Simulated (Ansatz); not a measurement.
```xyz
7

O     0.856    1.500   -2.795
C     0.551    0.971   -1.809
N     0.235    0.421   -0.785
Zr   -0.287   -0.504    0.940
F    -0.608   -2.340    0.608
F    -1.858    0.287    1.638
F     1.111   -0.334    2.203
```

Total charge 0; spin multiplicity 1. Zr takes the def2 core potential.

Q: List the PBE/def2-TZVPP orbital energies in eV (Ansatz 0.2.0). (An estimate is asked.)

A: Ansatz gave: Occupied: -660.19, -660.19, -660.19, -511.97, -381.25, -272.67, -56.27, -34.59, -34.59, -34.07, -28.82, -28.27, -28.22, -28.22, -23.35, -13.17, -12.19, -11.82, -11.82, -11.37, -11.36, -11.10, -10.86, -10.86, -10.34, -10.17, -10.17, -10.15, -7.93, -7.93. Lowest empty: -2.59, -2.59, -1.46, -1.19, -1.19, -1.16, 0.00, 0.42.
